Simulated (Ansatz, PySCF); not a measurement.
FOS, SMILES F[S]=O, multiplicity 2. Atoms are numbered in the order given.

```xyz
3

O      0.5464    -1.1876     0.0000
S     -0.4515    -0.1252     0.0000
F      0.3242     1.3001     0.0000
```
Charge 0, spin multiplicity 2.

Geometry optimised at B3LYP-D3(BJ)/def2-TZVP. The isomer is the one that the SMILES or the coordinates give; other isomers of the formula were not compared.

Two levels are set side by side: PBE-D3(BJ)/def2-TZVP (Ansatz, an electronic-structure program) and B3LYP-D3(BJ)/def2-TZVP (Ansatz). Each level has its own optimised geometry; the coordinates shown are those of the second. Frequencies come from the Hessian of PySCF at each geometry. Differences are taken from unrounded values.

```csv
quantity,B3LYP-D3(BJ)
mean bond length (Å),1.540
bond O1–S2 (Å),1.458
bond S2–F3 (Å),1.623
highest harmonic wavenumber (cm⁻¹),1221
mean harmonic wavenumber (cm⁻¹),785
zero-point energy (kcal/mol),3.37
```

Q: What does PBE-D3(BJ) give, and how far is it from B3LYP-D3(BJ)? (The exact figures need the calculation; the answer reports its results.)

A: 
```tsv
quantity	PBE-D3(BJ)	PBE-D3(BJ) minus B3LYP-D3(BJ)
mean bond length (Å)	1.558	0.018
bond O1–S2 (Å)	1.473	0.015
bond S2–F3 (Å)	1.643	0.021
highest harmonic wavenumber (cm⁻¹)	1181	-40
mean harmonic wavenumber (cm⁻¹)	753	-32
zero-point energy (kcal/mol)	3.23	-0.14
```

GGA bonds tend to be longer and softer than those of functionals with exact exchange. Differences between two approximate levels are no errors against the true value.
